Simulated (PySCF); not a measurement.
C8H9F.
Numbering: `[CH3:1][C:2]1=[C:3]([F:4])[CH:5]=[CH:6][CH:7]=[CH:8][CH2:9]1`

NICS is the negative of the GIAO shielding at a point without a nucleus: at the ring centre (0) and 1 Å above and below it (1); zz is the component along the ring normal. Level: GIAO PBE0/pcSseg-1 (PySCF, non-relativistic, gas phase) on the GFN2-xTB geometry, one conformer.

Ring bond lengths (Å), with Mayer bond orders in brackets: C2–C3 1.343 (1.62), C3–C5 1.435 (1.20), C5–C6 1.349 (1.70), C6–C7 1.437 (1.18), C7–C8 1.337 (1.79), C8–C9 1.497 (1.03), C9–C2 1.501 (1.01).

**Question.** What do the NICS probes read (ppm)?

**Answer.** 
```json
{"ring": "C2–C3–C5–C6–C7–C8–C9", "type": "7-membered carbocycle; formal bonds 3 double, 4 single", "NICS(0)": "-5.7", "NICS(1), two faces": "-6.0 / -8.2", "NICS(1)zz, two faces": "-8.2 / -12.9", "rms pucker (Å)": "0.31", "centre to ring atoms, mean (Å)": "1.56"}
```

**Question.** What do they say, and how far can they be read as aromaticity?

**Answer.** 
- C2–C3–C5–C6–C7–C8–C9: mean NICS(1)zz -10.6 ppm, shielded. C9 has four or more neighbours; no verdict on aromaticity is drawn. A hydrogen on C9, outside the ring, lies only 1.12 Å from a NICS(1) probe, which then mostly feels that atom. The two faces differ by 4.7 ppm, so no symmetry operation interchanges them.

**Question.** List the ring angles and the Hirshfeld charges of the ring atoms.

**Answer.** 
- C2–C3–C5–C6–C7–C8–C9: C2 118.2° (+0.001 e), C3 127.6° (+0.066 e), C5 124.8° (-0.061 e), C6 124.5° (-0.042 e), C7 124.7° (-0.062 e), C8 121.4° (-0.033 e), C9 105.7° (-0.073 e); sum 846.8° against 900° for a flat convex ring.

**Question.** How shielded are the nuclei of the rings and their hydrogens (means over atoms taken as equivalent)?

**Answer.** 
```csv
atoms,environment,σ isotropic (ppm)
C2,fully substituted alkene carbon,70.0
C3,vinylic C–F carbon,23.4
C5,alkene CH carbon,57.4
C6,alkene CH carbon,49.9
C7,alkene CH carbon,55.5
C8,alkene CH carbon,59.0
C9,allylic carbon,153.2
H on C5,vinylic hydrogen,24.77
H on C6,vinylic hydrogen,24.81
H on C7,vinylic hydrogen,25.28
H on C8,vinylic hydrogen,26.12
H on C9 (×2),methylene hydrogen,29.60
```

The run took 50 s wall on one thread, Arm Neoverse N1 (aarch64), no GPU, shared host with 64 logical CPUs at a one-minute load of 40, and the process peaked at 0.81 GiB of memory. This is the whole shielding run at PBE0/pcSseg-1, SCF included.
